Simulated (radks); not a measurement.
Values are calculated unless marked as measured or tabulated.
Q: All-electron atom: Tb II in [Xe] 4f9 6s1. Code: a radial shooting solver on a logarithmic mesh with Libxc functionals. Model: scalar-relativistic Kohn-Sham, PBE, spin-unpolarised, spherical densities, finite nucleus; Fermi nuclear charge, rms radius 5.06 fm; hard spherical wall at 3.5 bohr. Some entries of the table are withheld. Estimate them.

orbital,occ.,eigenvalue (hartree),<1/r> (bohr^-1),r(max) (bohr)
1s,2,-1905.460,73.09,0.01364
2s,2,-315.8315,16.97,0.07750
2p,6,-280.6621,15.81,(1)
3s,2,-70.01217,6.237,0.2198
3p,6,-59.16341,5.855,(2)
3d,10,-45.02251,5.555,(3)
4s,2,-13.83167,2.627,0.5047
4p,6,-10.26082,2.411,0.5270
4d,10,-5.35897,2.122,0.5469
5s,2,-1.75059,0.9900,1.188
5p,6,(4),0.8374,1.358
4f,9,-0.08241,1.510,0.5567
5d,0,0.09702,0.6470,1.814
6s,1,0.44169,0.6215,2.431
6p,0,0.92197,0.6501,2.558
7s,0,3.05046,0.7256,2.912

A: 
(1) 2p r(max) (bohr): 0.06280
(2) 3p r(max) (bohr): 0.2158
(3) 3d r(max) (bohr): 0.1764
(4) 5p eigenvalue (hartree): -0.92288
